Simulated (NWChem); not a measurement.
# Basis-set convergence for H₄AlClO

SMILES: O.[AlH2][Cl]
```xyz
7

Al     0.9564    -0.2914     0.0668
H      1.4332    -1.2897     1.2136
H      1.9457     0.3594    -1.0136
Cl    -1.0978    -0.5894    -0.6267
O      0.3449     1.3951     1.0238
H     -0.6100     1.3626     0.7678
H      0.7024     2.2151     0.6268
```
Charge 0, spin multiplicity 1.

Everything below was run with NWChem. Structure: optimised with PBE/def2-SVP, a minimum by its harmonic frequencies.

Quantity: vertical ionisation energy at the level ΔPBE (Δ: difference of total energies, the cation a doublet at the parent's geometry; it is the state that the SCF runs reached, from PBE0 orbitals for Hartree-Fock references, and need not be the lowest).

The Pople sets run with spherical d functions. The structure started from a generated list of species. No SCF solution was tested for a lower state.

Relative cost: rough, from shared machines, SCF included, 3-21G = 1.

| basis | functions | vertical ionisation energy (eV) | relative cost |
|---|---|---|---|
| 3-21G | 43 | 9.83 | 1 |
| 6-31G* | 58 | 9.75 | 7 |
| cc-pVDZ | 70 | 9.70 | 10 |
| pcseg-1 | 70 | 9.85 | 6 |
| 6-31+G* | 70 | 9.84 | 7 |
| aug-cc-pVDZ | 113 | 9.78 | 8 |
| aug-pcseg-1 | 113 | 9.82 | 6 |
| def2-TZVP | 129 | 9.76 | 20 |
| pcseg-2 | 154 | 9.80 | 20 |
| def2-TZVPP | 171 | 9.76 | 40 |

Smallest basis within 0.2 eV of def2-TZVPP, the largest set run: 3-21G, with 43 functions against 171 and about 3 % of the time (also within reach: 6-31G*, cc-pVDZ, pcseg-1, 6-31+G*, aug-cc-pVDZ, aug-pcseg-1, def2-TZVP, pcseg-2). def2-TZVPP isn't the basis-set limit itself, and a small set can land close by cancellation.
